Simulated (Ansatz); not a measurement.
Consider the silylene formation by 1,1-elimination: `O[SiH](F)CF` → `OCF` + `F[SiH]`.

Computed with Ansatz on PBE0-D4/def2-TZVP structures; ΔE is electronic, products minus reactants. CCSD(T)/CBS is the MP2 limit (def2-TZVPP, def2-QZVPP) plus CCSD(T) − MP2 in def2-TZVPP, frozen cores. This one scheme is used for every species. Functionals use def2-TZVPP. One conformer a species, not always the lowest.

CCSD(T)/CBS gives +347.6 kJ/mol.

(1) Another level gave +337.5 kJ/mol. Which?
A. SCS-MP2/def2-TZVPP
B. BLYP/def2-TZVPP
C. ωB97M-V/def2-TZVPP
D. r2SCANh/def2-TZVPP

Largest T1 diagnostic among the species: 0.015.

Answers

(1) C. ωB97M-V 337.5, BLYP 303.3, SCS-MP2/def2-TZVPP 346.6, r2SCANh 361.7 kJ/mol.

At CCSD(T), def2-SVP lies −47.8 kJ/mol from the extrapolated value and def2-TZVPP −9.9 kJ/mol. The D4 term adds +12.8 kJ/mol with B3LYP and +6.8 kJ/mol with PBE0; it sums over pairs of atoms, weighted by their polarisabilities, and B3LYP, whose exchange is more repulsive, gets the larger term. From r2SCAN to r2SCAN0 (25 % exact exchange), in def2-TZVPP and without D4, ΔE moves by +4.1 kJ/mol.

CCSD(T)/CBS has its own doubt, a few kJ/mol and more with outer-core shells, so smaller differences from it don't rank the levels.

B3LYP here is the variant with VWN-RPA as its local correlation; programs differ in this.
